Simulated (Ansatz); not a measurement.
Start from `BC(F)OC#C` and change one atom or group to get `C#COCF`.

Ansatz, PBE0-D4/def2-TZVP geometries, multiplicity 1. Each molecule was computed in one conformer, which needn't be the lowest.

```csv
property,`BC(F)OC#C`
HOMO energy (B3LYP/def2-TZVPP) / eV,-7.31
HOMO–LUMO gap (PBE0/def2-TZVPP) / eV,5.12
size of the dipole moment (PBE/def2-TZVPP) / D,1.58
size of the dipole moment (B3LYP/def2-TZVPP) / D,1.78
HOMO energy (PBE/def2-TZVPP) / eV,-6.31
LUMO energy (B3LYP/def2-TZVPP) / eV,-2.66
```

Problem. What does the change do to each property? (Estimate.)

Solution. Computed: 
```
                                        property  `C#COCF`  shift
             HOMO energy (B3LYP/def2-TZVPP) / eV     -7.23   0.08
            HOMO–LUMO gap (PBE0/def2-TZVPP) / eV      8.64   3.52
  size of the dipole moment (PBE/def2-TZVPP) / D      1.71   0.13
size of the dipole moment (B3LYP/def2-TZVPP) / D      1.88   0.10
               HOMO energy (PBE/def2-TZVPP) / eV     -6.14   0.17
             LUMO energy (B3LYP/def2-TZVPP) / eV      0.88   3.54
```

With PBE0 the HOMO rises by 0.09 eV and the LUMO rises by 3.61 eV, so the gap widens by about 3.52 eV. PBE moves the HOMO by 0.17 eV and ωB97M-V by 0.07 eV. Dipoles are sizes alone; their direction can turn.

B3LYP here is the variant with VWN-RPA as its local correlation; programs differ in this.
